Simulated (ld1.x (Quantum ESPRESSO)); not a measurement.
An all-electron radial function and its pseudo partner (oxygen (O))

Columns: radius, all-electron u(r) and pseudo u(r) of the 2s shell (level -23.91 eV) of oxygen in the configuration [He] 2s2 2p4; PBE, non-relativistic, ultrasoft scheme, ld1.x (Quantum ESPRESSO) 7.5.

| r (bohr) | all-electron | pseudo |
| --- | --- | --- |
| 0.095 | 0.4199 | -0.1587 |
| 0.190 | 0.2747 | -0.3137 |
| 0.285 | -0.0289 | -0.4611 |
| 0.380 | -0.3321 | -0.5969 |
| 0.475 | -0.5799 | -0.7168 |
| 0.570 | -0.7601 | -0.8167 |
| 0.665 | -0.8767 | -0.8928 |
| 0.760 | -0.9400 | -0.9420 |
| 0.855 | -0.9621 | -0.9621 |
| 0.950 | -0.9538 | -0.9538 |
| 1.045 | -0.9242 | -0.9242 |
| 1.140 | -0.8806 | -0.8806 |
| 1.235 | -0.8283 | -0.8283 |
| 1.330 | -0.7713 | -0.7713 |
| 1.425 | -0.7127 | -0.7127 |
| 1.520 | -0.6543 | -0.6543 |
| 1.615 | -0.5976 | -0.5976 |
| 1.710 | -0.5436 | -0.5436 |
| 1.805 | -0.4926 | -0.4926 |
| 1.900 | -0.4452 | -0.4452 |
| 1.995 | -0.4013 | -0.4013 |
| 2.090 | -0.3610 | -0.3610 |
| 2.185 | -0.3241 | -0.3241 |
| 2.280 | -0.2906 | -0.2906 |
| 2.375 | -0.2601 | -0.2601 |
| 2.470 | -0.2326 | -0.2326 |

Question: How many radial nodes do the two functions have?

Answer: The all-electron 2s function has n − l − 1 = 1; the pseudo-wave has 0, since the states of the same l below it are removed with the core.

Question: At about which radius was the pseudo-wave matched?

Answer: 0.85 bohr, where the columns begin to agree (steps of 0.10 bohr).

Question: Is the pseudo-wave norm-conserving?

Answer: No, it belongs to an ultrasoft set: the norm inside the radius is not constrained, and the difference is carried by the augmentation charge.
